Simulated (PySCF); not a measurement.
Molfile (atoms numbered from 1):
```
C6H4ClF
     RDKit          3D

 12 12  0  0  0  0  0  0  0  0999 V2000
   -0.7538    2.6068    0.0100 F   0  0  0  0  0  0  0  0  0  0  0  0
   -0.4045    1.3069    0.0053 C   0  0  0  0  0  0  0  0  0  0  0  0
   -1.3963    0.3432    0.0409 C   0  0  0  0  0  0  0  0  0  0  0  0
   -1.0213   -0.9894    0.0355 C   0  0  0  0  0  0  0  0  0  0  0  0
    0.3149   -1.3481   -0.0068 C   0  0  0  0  0  0  0  0  0  0  0  0
    1.2859   -0.3586   -0.0419 C   0  0  0  0  0  0  0  0  0  0  0  0
    2.9529   -0.7994   -0.0947 Cl  0  0  0  0  0  0  0  0  0  0  0  0
    0.9396    0.9831   -0.0364 C   0  0  0  0  0  0  0  0  0  0  0  0
   -2.4321    0.6402    0.0729 H   0  0  0  0  0  0  0  0  0  0  0  0
   -1.7775   -1.7585    0.0635 H   0  0  0  0  0  0  0  0  0  0  0  0
    0.6063   -2.3860   -0.0117 H   0  0  0  0  0  0  0  0  0  0  0  0
    1.6869    1.7592   -0.0627 H   0  0  0  0  0  0  0  0  0  0  0  0
  1  2  1  0
  2  3  1  0
  3  4  2  0
  4  5  1  0
  5  6  2  0
  6  7  1  0
  6  8  1  0
  8  2  2  0
  3  9  1  0
  4 10  1  0
  5 11  1  0
  8 12  1  0
M  END
```

- PBE0/pcSseg-1 with gauge-including orbitals
- GFN2-xTB geometry
- program: PySCF 2.14
- one conformer, gas phase, no relativistic terms

Question: Predict the 2D correlation tables (HSQC, COSY, HMBC).

Answer: 

HSQC (one-bond C–H):
```
        δH          δC
7.58 (H10)  136.0 (C4)
7.37 (H12)  122.8 (C8)
7.36 (H11)  130.2 (C5)
 7.20 (H9)  119.3 (C3)
```

COSY cross peaks (H two or three bonds apart, from the bond graph; peaks can be absent where the dihedral angle is near 90°):
```
        δH          δH
7.58 (H10)  7.36 (H11)
7.58 (H10)   7.20 (H9)
```

HMBC (two and three bonds, from the bond graph):
```
        δH                                              δC
7.58 (H10)  173.0 (C2), 147.4 (C6), 130.2 (C5), 119.3 (C3)
7.37 (H12)  173.0 (C2), 147.4 (C6), 130.2 (C5), 119.3 (C3)
7.36 (H11)  147.4 (C6), 136.0 (C4), 122.8 (C8), 119.3 (C3)
 7.20 (H9)  173.0 (C2), 136.0 (C4), 130.2 (C5), 122.8 (C8)
```

δ = σ(ref) − σ, references computed at the same level: ¹H (31.72 ppm) and ¹³C (186.93 ppm) against TMS.

Carbons that carry Cl, above all several Cl atoms, come out too deshielded, partly because spin–orbit coupling is missing. Shifts are as computed. Against solution values, carbons near 30 ppm lie about +3 ppm off and those near 130 ppm about +5 ppm; carbons on Cl a further +6 ppm. Of 1211 compounds with measured shifts, 218 miss one by over three times the rms of a fit or turn the order of signals round; such compounds aren't used in these exercises.
